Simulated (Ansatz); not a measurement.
The same path of BClFH$_{6}$NSi (11 atoms, charge 0, multiplicity 1) was run twice with different band settings. Lost on the way: B1–H2, N5–H11. Made: H2–H11.

These are results of RKS B3LYP-D4/6-31G* in Ansatz, not measurements.

Relaxed end points:

```xyz
11
Properties=species:S:1:pos:R:3
B 0.081 -0.090 0.299
H 0.251 0.576 1.288
Cl 1.398 0.237 -0.999
F -1.191 -0.099 -0.216
N 0.357 -1.680 0.737
H 0.447 -2.209 -0.136
Si 1.787 -1.946 1.846
H 1.857 -3.403 2.119
H 2.989 -1.469 1.144
H 1.488 -1.197 3.081
H -0.513 -1.997 1.176
```

```xyz
11
Properties=species:S:1:pos:R:3
B 0.552 -0.533 -0.488
H -1.665 -0.407 2.760
Cl 1.744 0.794 -0.519
F -0.498 -0.448 -1.301
N 0.728 -1.629 0.370
H 0.000 -2.335 0.312
Si 2.048 -1.946 1.500
H 1.723 -3.252 2.130
H 3.349 -2.042 0.793
H 2.131 -0.892 2.540
H -1.163 -0.587 2.242
```

Common settings: movable images 5; climbing image yes; spring 5.0 eV/Å²; optimiser quadratic models (default); start path through a guess of the saddle point; iteration limit 60; end points relaxed.

| run | force threshold |
| --- | --- |
| 1 | 0.05 eV/Å |
| 2 | 0.5 eV/Å |

Question: What does each run give, and how far can it be trusted?

Answer: Run 1: converged after 22 iterations, highest image 1.803 eV above the first end. Beside the main top the profile has a ripple of under 15 meV (maxima at images 1, 3), which may be a very shallow well or noise. Neighbouring images differ by up to 1.9 eV, so the band resolves the path poorly. A vibrational analysis at the climbing image gives one clearly imaginary mode, 1550i cm⁻¹: a first-order saddle point.
Run 2: converged after 19 iterations, highest image 1.817 eV above the first end. The threshold of 0.5 eV/Å is loose, so the images may lie well off the minimum-energy path. A structure lower than the first end lies on the path between it and the top, so the climb from that side starts below the end, which may itself be a saddle point or a shallow side well. Neighbouring images differ by up to 1.9 eV, so the band resolves the path poorly. The order of the stationary point at the top wasn't checked.
The orbitals stay closed-shell, which can raise the energy where a bond breaks towards radicals; this wasn't checked here.
